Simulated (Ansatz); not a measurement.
Geometry optimisation, RKS PBE-D4/def2-SVP in Ansatz 0.2.0.

Input:

```yaml
crystal:
  periodic: [false, false, false]
  atoms:
    - { symbol: Si, position_ang: [-0.270514, -0.144294, -0.433772] }
    - { symbol: F, position_ang: [-0.280351, 0.788516, 2.196367] }
    - { symbol: F, position_ang: [0.842753, -1.027463, 0.315033] }
    - { symbol: F, position_ang: [0.163044, 1.403056, -0.503883] }
    - { symbol: F, position_ang: [-0.309897, -0.667844, -1.96702] }
    - { symbol: O, position_ang: [-1.796037, -0.311233, 0.197882] }
    - { symbol: Al, position_ang: [-3.238972, -1.268302, 0.008518] }
    - { symbol: H, position_ang: [-3.199411, -2.54982, -0.928633] }
    - { symbol: H, position_ang: [-4.470785, -0.723055, 0.845516] }
    - { symbol: H, position_ang: [-1.196129, 0.762238, 2.028092] }
basis:
  gaussian: { orbitals: def2-SVP }
hamiltonian:
  xc: pbe
  dispersion: d4
relax:
  f_tol: 0.03
  max_steps: 50
```

Launched with:

```bash
$ ansatz run input.yaml --threads 4 --pin off --max-ram 5120MiB --backend cpu --events-out ev --progress --plain --runs-dir out
```

**Question.** Where does it end, and by what steps?

**Answer.** It converged. The force dipped under the threshold on the way, but the program's further checks kept it going. After 14 steps the energy has fallen by 0.075 eV; H9 moved furthest, 0.45 Å.

```tsv
step	energy less start (eV)	largest force component (eV/Å)	accepted
0	0.0000	0.649	yes
1	-0.0303	0.852	yes
2	-0.0423	1.002	yes
3	-0.0256	0.610	no
4	-0.0662	0.167	yes
5	-0.0658	0.161	no
6	-0.0698	0.032	yes
7	-0.0714	0.014	yes
8	-0.0727	0.051	yes
9	-0.0731	0.052	yes
10	-0.0735	0.040	yes
11	-0.0739	0.053	yes
12	-0.0742	0.036	yes
13	-0.0745	0.021	yes
14	-0.0746	0.012	yes
```

```xyz
10
Properties=species:S:1:pos:R:3
Si -0.197 -0.180 -0.454
F -0.661 0.924 2.286
F 0.926 -0.976 0.374
F 0.208 1.367 -0.597
F -0.239 -0.811 -1.940
O -1.684 -0.340 0.235
Al -3.198 -1.209 0.075
H -3.351 -2.215 -1.143
H -4.246 -0.859 1.214
H -1.315 0.560 1.708
```

Run time: 22 s on 4 threads of AMD EPYC 7R43 64-Core Processor (Zen 3), on a shared host, peak memory 0.2 GiB.
